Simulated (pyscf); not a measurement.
# Ring closure: •H₂C–C(=CH₂)–OH → cyclic C₃H₅O (SMILES O[C]1CC1) [doublet]

Gas phase, doublet surface, charge 0. Bonds broken: none. Bonds formed: C1–C3. Optimised with ωB97X-D3(BJ)/def2-SVP in PySCF.

Transition state (Å):

```xyz
9

C      0.0169     0.2355    -0.6269
C      0.1316     0.5551     0.7139
C     -0.7613    -0.5577     1.0681
H     -0.3987     0.9416    -1.3652
H      0.4257    -0.7032    -1.0091
H     -0.3837    -1.5620     1.2830
H     -1.8471    -0.4074     1.0399
O      0.0302     1.8263     1.1762
H     -0.1639     1.7751     2.1208
```

One imaginary mode, 1011i cm⁻¹; descent along it reached the two sides named.

```tsv
bond	change	reactant side (Å)	saddle	product side
C1–C3	forms	2.444	2.027	1.541
```

Electronic energies relative to the reactant's lowest minimum found (kcal/mol):

```
level                   barrier  reaction energy  reverse barrier
----------------------  -------  ---------------  ---------------
ωB97X-D3(BJ)/def2-TZVP     51.9            +24.1             27.9
PBE/def2-TZVP              46.5            +24.3             22.2
r²SCAN/def2-TZVP           50.5            +26.9             23.6
B3LYP-D3(BJ)/def2-TZVP     51.2            +29.0             22.3
PBE0-D3(BJ)/def2-TZVP      50.1            +23.9             26.2
M06-2X/def2-TZVP           51.2            +22.5             28.7
ωB97M-D3(BJ)/def2-TZVP     51.5            +26.2             25.3
HF/def2-TZVP               56.9            +33.5             23.4
```

With ωB97M-D3(BJ)/def2-TZVP energies and thermal terms (ideal gas, 1 atm, RRHO with modes under 100 cm⁻¹ raised to 100, one conformer, R ln 2 for chiral ones without a mode under 150 cm⁻¹), in kcal/mol:

```
T (K)   ΔH‡   ΔG‡     ΔH     ΔG
-----  ----  ----  -----  -----
298    50.5  50.2  +27.6  +27.7
600    49.9  50.2  +27.0  +28.1
900    49.4  50.4  +26.7  +28.7
1200   48.8  50.9  +26.5  +29.5
```

•H₂C–C(=CH₂)–OH lies 8.4 kcal/mol over its isomer H₃C–CH₂–C•=O (electronic energy, ωB97M-D3(BJ)/def2-TZVP). cyclic C₃H₅O (SMILES O[C]1CC1) [doublet] lies 34.6 kcal/mol over its isomer H₃C–CH₂–C•=O (electronic energy, ωB97M-D3(BJ)/def2-TZVP). One saddle was located; it need not be the lowest between these sides.
